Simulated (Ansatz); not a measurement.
A search over several starts for the lowest SCF solution of cis-OsH2(PH3)4 (P4OsH14) at the given spin, in a small basis.

```yaml
crystal:
  periodic: [false, false, false]
  atoms:
    - {symbol: Os, position_ang: [0.209702, -0.427561, 0.252847]}
    - {symbol: H, position_ang: [-0.045511, -0.476070, 1.892436]}
    - {symbol: P, position_ang: [0.854152, -0.111387, -2.011422]}
    - {symbol: H, position_ang: [0.833907, 1.202317, -2.604642]}
    - {symbol: H, position_ang: [0.196834, -0.768931, -3.115211]}
    - {symbol: H, position_ang: [2.183016, -0.446567, -2.454140]}
    - {symbol: H, position_ang: [1.376501, 0.366492, 1.110856]}
    - {symbol: P, position_ang: [-2.021502, 0.141314, 0.452868]}
    - {symbol: H, position_ang: [-2.382477, 1.482886, 0.841280]}
    - {symbol: H, position_ang: [-2.866238, -0.532156, 1.401676]}
    - {symbol: H, position_ang: [-2.947466, 0.063661, -0.651472]}
    - {symbol: P, position_ang: [0.388640, 2.726001, 0.214912]}
    - {symbol: H, position_ang: [0.410530, 2.820644, 1.646650]}
    - {symbol: H, position_ang: [0.252020, 4.177470, 0.058659]}
    - {symbol: H, position_ang: [1.816839, 2.789867, 0.083464]}
    - {symbol: P, position_ang: [0.373808, -2.702461, 0.609446]}
    - {symbol: H, position_ang: [-0.412949, -3.346049, 1.627203]}
    - {symbol: H, position_ang: [1.635285, -3.248022, 1.043445]}
    - {symbol: H, position_ang: [0.144909, -3.711455, -0.398845]}
basis:
  gaussian: {orbitals: def2-SVP, initial_orbitals: start.molden}
magnetization: {spin_polarized: true, initial_magnetization: 2}
hamiltonian: {xc: pbe, dispersion: d4}
output: {orbitals: {seedname: orbitals}}
```

The file start.molden holds the orbitals of an earlier run on this structure, at another level or in another basis.

```sh
$ ansatz run in.yaml --threads 4 --pin off --events-out ev --progress --plain --max-ram 8704MiB
```

It prints (some lines left out):

```
Functional definition: PBE
  name "PBE"
  cite "Perdew, Burke & Ernzerhof, Phys. Rev. Lett. 77, 3865 (1996) doi:10.1103/PhysRevLett.77.3865"
  parent pbe
  parameter kappa = 0.804
  parameter beta = 0.06672455060314922
  exchange = pbe_x(kappa = kappa, mu = beta*pi^2/3)
  correlation = pbe_c(beta = beta)
1937 factors; their error is unknown
mean field evaluation 1: about -39821.4793 eV, gradient 8.3e-2 eV
mean field evaluation 2: about -39821.4316 eV, gradient 5.4e-4 eV
mean field evaluation 4: about -39821.4316 eV, gradient 2.7e-5 eV
mean field evaluation 8: about -39821.0681 eV, gradient 9.6e0 eV
mean field evaluation 16: about -39821.4316 eV, gradient 5.6e-2 eV
mean field evaluation 32: about -39820.9084 eV, gradient 2.1e0 eV
mean field -39821.43161361 eV, -1463.4106198643 hartree, gradient 2.7e-5 eV, S^2 2.003938; 3 other end points of the search recorded, 0 dependent functions left out
reference -39821.43166256 eV, -1463.4106216634 hartree; 46, 44 occupied and 128, 130 virtual orbitals, 1937 factors
Total energy: -39822.11584620 eV, -1463.4357649482 hartree
```

It took 4.4 s on 4 threads of Intel Xeon 6975P-C on a shared host.

In the def2 sets Os takes a core potential; there is no spin–orbit coupling. The name describes the singlet; other states may take another shape. At PBE0-D4/def2-TZVP a singlet of charge 0 lies 3.17 eV below the triplet, each at its own geometry.
